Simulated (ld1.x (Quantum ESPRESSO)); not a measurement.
# Which change was made? (Ag, TM)

| Quantity | Value |
| --- | --- |
| Element | Ag |
| Generator | ld1.x (Quantum ESPRESSO) 7.5 |
| Type | norm-conserving Troullier–Martins (Kleinman–Bylander form) |
| Functional | LDA (PZ) |
| Relativity | scalar-relativistic |
| Frozen core | [Kr] |
| Valence charge | 11 |
| Reference configuration | 4d8 5s0 5p0 (charge +3) |
| Partial waves | 5s (bound, empty): rc 2.20 bohr; 5p (bound, empty): rc 1.95 bohr; 4d (bound): rc 1.45 bohr |
| Local potential | all-electron potential smoothed inside 1.15 bohr (lloc = -1) |
| Core correction | none |

Cutoffs, loose and tight: the cutoffs (Ry, on a coarse ladder) from which the occupation-weighted sum of valence levels, in a spherical-Bessel basis at the reference potential, stays within 10 and 1 mRy of its value at 400 Ry. They do not see the model core or the augmentation charge, which bear on the density cutoff. Test errors are all-electron minus pseudo excitation energies from the reference, over the configurations 4d10 5s1 5p0; 4d10 5s0 5p0; 4d9 5s0 5p0; 4d10 5s0.5 5p0; 4d9 5s1 5p1; 4d7 5s0 5p0; 4d10 5s0 5p1 (two spin-polarised tests are not counted in the largest error); variants that change the core or the reference have their own tests. The largest error is taken over the tests solved by every variant that gives reliable tests at all, those not shown here included: 4d10 5s0 5p0; 4d10 5s0 5p1; 4d7 5s0 5p0; 4d9 5s0 5p0.

The base gives: outcome: generated; cutoff, loose: 70 Ry; cutoff, tight: 100 Ry; bound ghosts: s, p; largest test error (meV): -111.

(1) After one change the result is: outcome: generated; cutoff, loose: 70 Ry; cutoff, tight: 110 Ry; bound ghosts: none; largest test error (meV): -304. Which change was it?
A. local potential all-electron potential smoothed inside 1.94 bohr (lloc = -1)
B. local potential all-electron potential smoothed inside 1.38 bohr (lloc = -1)
C. local potential all-electron potential smoothed inside 1.00 bohr (lloc = -1)
D. local potential all-electron potential smoothed inside 2.40 bohr (lloc = -1)

Results:

(1) D. The others give: local potential all-electron potential smoothed inside 1.00 bohr (lloc = -1) → outcome: generated; cutoff, loose: 70 Ry; cutoff, tight: 90 Ry; bound ghosts: s, p; largest test error (meV): -108 | local potential all-electron potential smoothed inside 1.94 bohr (lloc = -1) → outcome: generated; cutoff, loose: 70 Ry; cutoff, tight: 110 Ry; bound ghosts: s; largest test error (meV): -195 | local potential all-electron potential smoothed inside 1.38 bohr (lloc = -1) → outcome: generated; cutoff, loose: 70 Ry; cutoff, tight: 110 Ry; bound ghosts: s, p; largest test error (meV): -482.
